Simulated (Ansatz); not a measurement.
CCl2F, SMILES Cl[C](F)Cl (connectivity only; charge and spin as stated), charge +1, multiplicity 1.

Geometry optimised at B3LYP-D3(BJ)/def2-SVP. The spin state was assumed, not searched. The isomer is the one that the SMILES or the coordinates give; other isomers of the formula were not compared.

Two levels are set side by side: PBE/def2-SVPD (Ansatz, a quantum-chemistry and plane-wave program) and PBE0/def2-SVPD (Ansatz). Energy differences of separate SCF runs at the same geometry; the states with an electron removed or added have multiplicity 2 and 2. Differences are taken from unrounded values.

| quantity | PBE0 |
|---|---|
| vertical ionisation energy (eV) | 19.15 |
| vertical electron affinity (eV) | 8.01 |
| vertical singlet–triplet gap (eV) | 4.13 |

Question: What does PBE give, and how far is it from PBE0? (The exact figures need the calculation; the answer reports its results.)

Answer: 
| quantity | PBE | PBE minus PBE0 |
|---|---|---|
| vertical ionisation energy (eV) | 18.68 | -0.47 |
| vertical electron affinity (eV) | 7.67 | -0.34 |
| vertical singlet–triplet gap (eV) | 4.01 | -0.12 |
